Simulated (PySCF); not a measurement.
Molfile (atoms numbered from 1):
```
C3H8BNO
     RDKit          3D

 14 13  0  0  0  0  0  0  0  0999 V2000
   -1.1248   -0.6783   -0.2015 C   0  0  0  0  0  0  0  0  0  0  0  0
   -0.0047    0.1919   -0.3373 O   0  0  0  0  0  0  0  0  0  0  0  0
   -0.2241    1.5048    0.1836 C   0  0  0  0  0  0  0  0  0  0  0  0
    1.4054   -0.4972    0.0545 B   0  0  0  0  0  0  0  0  0  0  0  0
    2.5034    0.5078   -0.4441 C   0  0  0  0  0  0  0  0  0  0  0  0
    3.2915    1.2805   -0.8035 N   0  0  0  0  0  0  0  0  0  0  0  0
   -0.8824   -1.5976   -0.7446 H   0  0  0  0  0  0  0  0  0  0  0  0
   -2.0035   -0.1905   -0.6445 H   0  0  0  0  0  0  0  0  0  0  0  0
   -1.3021   -0.9049    0.8618 H   0  0  0  0  0  0  0  0  0  0  0  0
    0.6716    2.0924   -0.0459 H   0  0  0  0  0  0  0  0  0  0  0  0
   -0.3778    1.4551    1.2731 H   0  0  0  0  0  0  0  0  0  0  0  0
   -1.1026    1.9347   -0.3161 H   0  0  0  0  0  0  0  0  0  0  0  0
    1.4041   -1.5473   -0.5546 H   0  0  0  0  0  0  0  0  0  0  0  0
    1.3849   -0.6180    1.2691 H   0  0  0  0  0  0  0  0  0  0  0  0
  1  2  1  0
  2  3  1  0
  2  4  1  0
  4  5  1  0
  5  6  3  0
  1  7  1  0
  1  8  1  0
  1  9  1  0
  3 10  1  0
  3 11  1  0
  3 12  1  0
  4 13  1  0
  4 14  1  0
M  CHG  2   2   1   4  -1
M  END
```

Geometry: PBE0-D3(BJ)/def2-SVP; GIAO absolute shieldings from PySCF 2.14, gas phase, non-relativistic, averaged over equivalent atoms.

At PBE/pcSseg-1 (142 basis functions, 18 s wall time on 1 thread of an Arm Neoverse V1, shared host):
| atoms | σ (ppm) |
| --- | --- |
| C5 | 50.3 |
| C1/C3 | 111.5 |
| O2 | 309.1 |
| B4 | 103.5 |
| N6 | -80.6 |
| H7/H8/H9/H10/H11/H12 | 27.57 |
| H13/H14 | 28.24 |

Question: Estimate the result of repeating the calculation with KT3/pcSseg-1.

Answer: 
```csv
atoms,σ at KT3/pcSseg-1,change
C5,62.3,+12.0
C1/C3,117.0,+5.5
O2,306.0,-3.1
B4,108.2,+4.7
N6,-58.2,+22.4
H7/H8/H9/H10/H11/H12,27.73,+0.16
H13/H14,28.49,+0.25
```

The largest change is at N6 (nitrile nitrogen). Cost: 142 basis functions, 17 s wall time on 1 thread of an Arm Neoverse V1, shared host.

A carbon bonded to boron is broadened by the quadrupolar boron nucleus and is often missing from a measured spectrum.
